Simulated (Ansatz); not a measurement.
Cl2Si (SMILES Cl[Si]Cl), singlet, at a GFN2-xTB geometry; REVPBE/6-31G* (Ansatz, a program for electronic structure).

Input for Ansatz:
Ansatz 0.2 input:
```yaml
crystal:
  periodic: [false, false, false]
  atoms:
    - {symbol: Si, position_ang: [0.00085030, 0.00527408, 0.92381323]}
    - {symbol: Cl, position_ang: [1.01602194, 1.21319412, -0.38826774]}
    - {symbol: Cl, position_ang: [-1.01672219, -1.21753748, -0.37251962]}
basis:
  gaussian:
    orbitals: 6-31G*
hamiltonian:
  xc: revpbe
```

Output, abridged:

```
Functional definition: revPBE
652 factors; their error is unknown
mean field evaluation 1: about -32916.3086 eV, gradient 1.4e1 eV
mean field evaluation 2: about -32915.4772 eV, gradient 2.2e1 eV
mean field evaluation 4: about -32916.9141 eV, gradient 5.9e-1 eV
mean field evaluation 8: about -32916.8727 eV, gradient 1.0e-1 eV
mean field -32916.87272089 eV, -1209.6727606349 hartree, gradient 1.7e-5 eV, S^2 0.000000; 0 other end points of the search recorded, 0 dependent functions left out
reference -32916.87275247 eV, -1209.6727617957 hartree; 24, 24 occupied and 33, 33 virtual orbitals, 652 factors
Total energy: -32916.87275247 eV, -1209.6727617957 hartree
```
